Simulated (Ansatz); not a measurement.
Computed with Ansatz on PBE0-D4/def2-TZVP structures; ΔE is electronic, products minus reactants. CCSD(T)/CBS adds triple-zeta CCSD(T) − MP2 to the extrapolated MP2 energy (def2 sets, frozen cores). Functionals use def2-TZVPP. HSE06 is defined as in plane-wave codes. def2 core potentials past Kr. For Te outer-core shells are correlated without core-valence functions, which leaves a few kJ/mol of doubt a bond. One conformer a species, not always the lowest.

Reaction (cleavage of the B–Al bond): `[CH3][Al]([SiH3])[BH]O` + H₂Te → `OB[TeH]` + `[CH3][AlH][SiH3]`

`[CH3][Al]([SiH3])[BH]O`:

```xyz
13

C     0.482   -2.285   -0.051
Al    0.220   -0.352   -0.195
Si   -1.228    0.792    1.461
B     1.039    1.017   -1.667
O     0.710    2.329   -1.590
H    -0.475   -2.809   -0.153
H     0.872   -2.554    0.936
H     1.164   -2.683   -0.805
H    -2.636    0.294    1.474
H    -1.322    2.260    1.165
H    -0.723    0.696    2.863
H     1.777    0.754   -2.581
H     0.120    2.541   -0.858
```

H₂Te:

Cartesian coordinates in Å:
```
Te -0.752 0.080 0.182
H 0.518 1.124 -0.014
H 0.234 -1.204 -0.168
```

`OB[TeH]`:

```xyz
6

O     1.051   -1.204   -0.210
B    -0.064   -0.452   -0.138
Te   -0.058    1.633    0.461
H     1.875   -0.769    0.022
H    -1.106   -0.962   -0.419
H    -1.698    1.753    0.283
```

`[CH3][AlH][SiH3]`:

Cartesian coordinates in Å:
```
C 0.950 -1.555 0.564
Al -0.237 -0.568 -0.633
Si -0.775 1.793 -0.198
H 1.799 -1.966 0.007
H 1.344 -0.954 1.386
H 0.423 -2.413 0.996
H -0.857 -1.318 -1.894
H 0.465 2.625 -0.160
H -1.426 1.950 1.138
H -1.686 2.406 -1.206
```

```
             level  ΔE (kcal/mol)
             HSE06          -21.2
RPA@PBE/def2-TZVPP          -19.9
    MP2/def2-QZVPP          -24.6
     MP2/CBS(def2)          -24.9
```

Task: What does CCSD(T)/CBS give? (An estimate is asked.)

Result: Ansatz gave: -21.8 kcal/mol. The listed levels differ from it by 0.6, 1.9, -2.8, -3.1 kcal/mol.

Largest T1 diagnostic among the species: 0.014.

From BLYP to BHLYP (50 % exact exchange), in def2-TZVPP and without D4, ΔE moves by −1.3 kcal/mol. Leaving LDA and LC-ωPBE aside and taking each functional with its dispersion term where it has one, the values, not all of them listed here, spread over 3.2 kcal/mol, from B97M-V to PBE-D4.
